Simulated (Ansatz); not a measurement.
`[GeH3][TeH]`, charge 0, multiplicity 1.

Give a relaxed structure at PBE0-D4/def2-TZVP (Ansatz). (Best estimate.)

Ansatz gave: 
```xyz
6

Ge   -0.3556    0.2093    0.5230
Te    1.5755    0.1932   -1.1538
H    -0.3960   -1.1050    1.3154
H    -0.0632    1.3853    1.4642
H    -1.6938    0.4274   -0.1970
H     0.9331   -1.1102   -1.9519
```
Point group Cs.
